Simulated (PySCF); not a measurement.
The dipole of `C(S(=O)(CCC=C)=O)C` from its density and from atomic charges.

Coordinates (GFN2-xTB, Å) and charges (e) from the PBE0/pcSseg-1 density (PySCF):

```tsv
atom	x	y	z	Mulliken	IAO	Hirshfeld	ESP-fitted
C1	3.740	-0.671	0.435	-0.1483	-0.3227	-0.1068	-0.5380
C2	2.485	-0.561	0.043	-0.2447	-0.1372	-0.0408	-0.1152
C3	1.811	0.744	-0.254	-0.2093	-0.2660	-0.0674	+0.2450
C4	0.500	0.881	0.506	-0.3188	-0.4533	-0.0731	-0.4254
S5	-0.766	-0.186	-0.276	+0.8998	+1.9647	+0.5259	+0.9011
O6	-0.792	0.107	-1.683	-0.5399	-0.9029	-0.3160	-0.4966
O7	-0.554	-1.555	0.111	-0.5405	-0.9024	-0.3073	-0.5175
C8	-2.343	0.374	0.463	-0.3510	-0.4484	-0.0722	-0.1061
C9	-3.442	-0.522	-0.065	-0.2805	-0.4280	-0.1151	-0.2269
H10	4.374	0.191	0.564	+0.1045	+0.1392	+0.0413	+0.2002
H11	4.192	-1.627	0.636	+0.1185	+0.1539	+0.0471	+0.2093
H12	1.859	-1.433	-0.083	+0.1472	+0.1611	+0.0358	+0.1537
H13	2.479	1.575	-0.011	+0.1314	+0.1469	+0.0504	+0.0265
H14	1.573	0.792	-1.322	+0.1713	+0.1673	+0.0419	-0.0040
H15	0.106	1.891	0.443	+0.1591	+0.1607	+0.0539	+0.1200
H16	0.587	0.565	1.542	+0.1661	+0.1657	+0.0513	+0.1504
H17	-2.226	0.290	1.540	+0.1559	+0.1602	+0.0529	+0.0748
H18	-2.477	1.410	0.167	+0.1571	+0.1611	+0.0528	+0.0817
H19	-3.206	-1.557	0.172	+0.1447	+0.1634	+0.0450	+0.0929
H20	-3.503	-0.424	-1.147	+0.1413	+0.1610	+0.0469	+0.0859
H21	-4.405	-0.266	0.372	+0.1363	+0.1555	+0.0531	+0.0883
```

Task: Compute μ = Σ q r for each scheme (1 e·Å = 4.803 D) and compare with the dipole of the full density.

Result: The full density gives (-0.98, 3.14, 2.82) D, 4.33 D in size; dipole vectors point from the negative to the positive end.

```json
{"scheme": "Mulliken", "μx": "-1.12", "μy": "3.51", "μz": "3.24", "size (D)": "4.90", "share of the full size (%)": "113", "angle to the full dipole (°)": "1"}
{"scheme": "IAO", "μx": "-1.23", "μy": "4.37", "μz": "4.00", "size (D)": "6.05", "share of the full size (%)": "140", "angle to the full dipole (°)": "1"}
{"scheme": "Hirshfeld", "μx": "-0.94", "μy": "2.25", "μz": "2.02", "size (D)": "3.17", "share of the full size (%)": "73", "angle to the full dipole (°)": "4"}
{"scheme": "ESP-fitted", "μx": "-0.99", "μy": "3.15", "μz": "2.79", "size (D)": "4.33", "share of the full size (%)": "100", "angle to the full dipole (°)": "0"}
```

Task: Which set comes closest?

Result: Length of the difference vector: ESP-fitted 0.03 D, Mulliken 0.58 D, Hirshfeld 1.20 D, IAO 1.72 D. Closest: ESP-fitted. The schemes that divide the density aren't constrained to reproduce the dipole.

Task: What is left for the Hirshfeld atoms' own dipoles?

Result: The shares of the density sum to the whole, so what Σ q r misses lies in dipoles about the nuclei. The atomic dipoles sum to (-0.98, 3.14, 2.82) − (-0.94, 2.25, 2.02) = (-0.04, 0.89, 0.80) D, 1.20 D in size.

Task: With the origin at the mean of the coordinates, (0.000, 0.001, 0.103) Å, which are the largest single terms, by size, of the Hirshfeld dipole along the direction of the full one?

Result: O7 +1.47, O6 +1.37, C1 +0.57, S5 -0.53, H17 +0.42 D; all 21 atoms together +3.16 D. The single terms depend on the origin, their sum doesn't.

Task: Give the size of the full dipole in other units.

Result: 4.33 D = 1.704 au = 0.901 e·Å = 14.44 × 10⁻³⁰ C·m.

One conformer (not necessarily the lowest) at the GFN2-xTB geometry, without solvent, vibrations or thermal averaging.

Shape of the structure used: `[CH2:1]=[CH:2][CH2:3][CH2:4][S:5](=[O:6])(=[O:7])[CH2:8][CH3:9]`: C1–C2–C3–C4 -128°, C2–C3–C4–S5 -75°, C3–C4–S5–O6 -52°, C4–S5–C8–C9 -176°.
